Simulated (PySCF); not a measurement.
Trend along the fifth-period p block: MP molecules

PBE with triple-zeta basis sets in PySCF, for the lowest determinant that a PBE0 search found; no spin–orbit coupling. De refers to high-spin ground-configuration atoms. A positive dipole means M(−)P(+).

```csv
M,basis,state (unpaired electrons),Re (Å),ωe (cm⁻¹),De (eV),μ (D)
In,def2-TZVPP,triplet (π ↑↑),2.674,244,2.10,-2.10
Sn,x2c-TZVPPall,doublet (π ↑),2.369,397,3.19,-2.07
Sb,x2c-TZVPPall,singlet (closed shell),2.214,510,3.98,-1.48
Te,def2-TZVPP,doublet (π ↑),2.260,467,3.57,-0.65
I,def2-TZVPP,triplet (π ↑↑),2.388,368,2.80,-0.28
```

The shortest bond is that of SbP (2.214 Å), the longest that of InP (2.674 Å). SbP is bound most strongly (3.98 eV) and InP least (2.10 eV).

The rows differ in basis set, which adds steps of its own.

The state changes along the series, so neighbouring rows are not always alike in their bonding.

These are scalar-relativistic numbers at best; spin–orbit coupling would shift them, the dissociation energy most. States were picked by a PBE0 search and need not be the measured ground states.
